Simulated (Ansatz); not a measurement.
## Molecular dynamics, step by step

GeH₄Cl₂ (SMILES ClCl.[GeH4]), singlet, r2SCAN-D4/def2-SVPD (Ansatz 0.2.0). Settings (timestep in fs, temperature in K; T counts 15 degrees of freedom):

```yaml
hamiltonian: {xc: r2scan, dispersion: d4}
md: {n_steps: 40, timestep: 0.5, temperature: 100, ensemble: nve, seed: 278, initial_velocities: maxwell_boltzmann}
```

Start (the SMILES describes the start alone):

Cl1  (-0.065, -0.212, -2.332)
Cl2  (0.190, 0.377, -4.212)
Ge3  (-0.022, -0.026, 1.313)
H4  (-0.279, -0.676, 2.679)
H5  (-0.417, -1.026, 0.211)
H6  (1.464, 0.320, 1.171)
H7  (-0.871, 1.242, 1.170)
(Å)

| step | time (fs) | potential energy less the start (meV) | kinetic energy (meV) | T (K) |
| --- | --- | --- | --- | --- |
| 0 | 0.00 | 0.0 | 64.6 | 100 |
| 2 | 1.00 | 4.7 | 59.9 | 93 |
| 4 | 2.00 | 11.4 | 53.3 | 82 |
| 6 | 3.00 | 18.4 | 46.3 | 72 |
| 8 | 4.00 | 24.1 | 40.6 | 63 |
| 10 | 5.00 | 27.7 | 37.0 | 57 |
| 12 | 6.00 | 29.3 | 35.4 | 55 |
| 14 | 7.00 | 29.5 | 35.2 | 54 |
| 16 | 8.00 | 29.2 | 35.5 | 55 |
| 18 | 9.00 | 28.2 | 36.5 | 57 |
| 20 | 10.00 | 25.5 | 39.2 | 61 |
| 22 | 11.00 | 20.1 | 44.6 | 69 |
| 24 | 12.00 | 11.4 | 53.4 | 83 |
| 26 | 13.00 | 0.1 | 64.6 | 100 |
| 28 | 14.00 | -11.7 | 76.3 | 118 |
| 30 | 15.00 | -21.6 | 86.2 | 133 |
| 32 | 16.00 | -28.3 | 92.9 | 144 |
| 34 | 17.00 | -31.5 | 96.2 | 149 |
| 36 | 18.00 | -32.1 | 96.8 | 150 |
| 38 | 19.00 | -31.4 | 96.0 | 149 |
| 40 | 20.00 | -30.0 | 94.7 | 146 |

Step 14, positions (Å) and forces (eV/Å):

| atom | x | y | z | Fx | Fy | Fz |
| --- | --- | --- | --- | --- | --- | --- |
| Cl1 | -0.055 | -0.215 | -2.333 | -0.149 | -0.367 | 1.216 |
| Cl2 | 0.183 | 0.380 | -4.215 | 0.145 | 0.359 | -1.155 |
| Ge3 | -0.025 | -0.025 | 1.315 | 0.287 | -0.262 | 0.061 |
| H4 | -0.203 | -0.658 | 2.704 | -0.301 | 0.086 | -0.100 |
| H5 | -0.430 | -1.031 | 0.224 | 0.012 | -0.023 | 0.031 |
| H6 | 1.481 | 0.221 | 1.232 | 0.028 | 0.144 | -0.199 |
| H7 | -0.824 | 1.253 | 1.082 | -0.022 | 0.064 | 0.145 |

Step 16, positions (Å) and forces (eV/Å):

```csv
atom,x,y,z,Fx,Fy,Fz
Cl1,-0.054,-0.216,-2.332,-0.140,-0.347,1.153
Cl2,0.182,0.381,-4.217,0.136,0.339,-1.091
Ge3,-0.026,-0.025,1.316,0.397,-0.159,-0.047
H4,-0.200,-0.650,2.698,-0.337,0.029,0.039
H5,-0.430,-1.031,0.228,-0.003,-0.056,-0.004
H6,1.487,0.211,1.234,-0.044,0.143,-0.205
H7,-0.818,1.256,1.074,-0.009,0.051,0.155
```

Step 22, positions (Å) and forces (eV/Å):

```json
{"atom": "Cl1", "x": "-0.051", "y": "-0.220", "z": "-2.326", "Fx": "-0.108", "Fy": "-0.269", "Fz": "0.902"}
{"atom": "Cl2", "x": "0.180", "y": "0.384", "z": "-4.224", "Fx": "0.102", "Fy": "0.260", "Fz": "-0.837"}
{"atom": "Ge3", "x": "-0.027", "y": "-0.025", "z": "1.316", "Fx": "0.598", "Fy": "0.085", "Fz": "-0.299"}
{"atom": "H4", "x": "-0.212", "y": "-0.627", "z": "2.689", "Fx": "-0.372", "Fy": "-0.089", "Fz": "0.328"}
{"atom": "H5", "x": "-0.433", "y": "-1.035", "z": "0.240", "Fx": "-0.040", "Fy": "-0.105", "Fz": "-0.071"}
{"atom": "H6", "x": "1.499", "y": "0.191", "z": "1.231", "Fx": "-0.205", "Fy": "0.125", "Fz": "-0.183"}
{"atom": "H7", "x": "-0.801", "y": "1.268", "z": "1.058", "Fx": "0.025", "Fy": "-0.007", "Fz": "0.159"}
```

Last step (40):

```tsv
atom	x (Å)	y (Å)	z (Å)
Cl1	-0.0417	-0.2324	-2.2994
Cl2	0.1753	0.3968	-4.2543
Ge3	-0.0261	-0.0252	1.3180
H4	-0.3866	-0.5675	2.7284
H5	-0.4603	-1.0690	0.2609
H6	1.4704	0.1830	1.1541
H7	-0.7447	1.2993	1.0758
```

Hardware: 4 CPU threads of an Intel Xeon 6975P-C, shared host. Wall time about 41 s.
